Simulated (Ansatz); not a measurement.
Calculated with Ansatz (gas phase, PBE0-D4/def2-TZVP geometries, no zero-point term in ΔE). CCSD(T)/CBS adds triple-zeta CCSD(T) − MP2 to the extrapolated MP2 energy (def2 sets, frozen cores). DFT in def2-TZVPP. def2 core potentials past Kr. For In outer-core shells are correlated without core-valence functions, which leaves a few kJ/mol of doubt a bond. Each species was taken in one conformer, which may not be the lowest.

`B[SiH2][CH2][InH2]` + `BNCC` → `BN(B)CC` + `[SiH3][CH2][InH2]`  (cleavage of the B–Si bond)

| level | ΔE (kJ/mol) |
| --- | --- |
| r2SCAN | -117.1 |
| MP2/def2-TZVPP | -133.4 |
| CCSD/def2-TZVPP | -125.0 |
| CCSD(T)/def2-TZVPP | -124.5 |

**Question.** What does CCSD(T)/CBS give? (Best estimate.)

**Answer.** Computed: -120.8 kJ/mol. The listed levels differ from it by 3.7, -12.6, -4.2, -3.7 kJ/mol.

Largest T1 diagnostic among the species: 0.013.

In def2-TZVPP, CCSD(T) changes the Hartree–Fock value by +12.5 kJ/mol (the triples alone add +0.5 kJ/mol) and MP2 by +3.7 kJ/mol. From PBE to PBE0 (25 % exact exchange), in def2-TZVPP and without D4, ΔE moves by −5.1 kJ/mol.
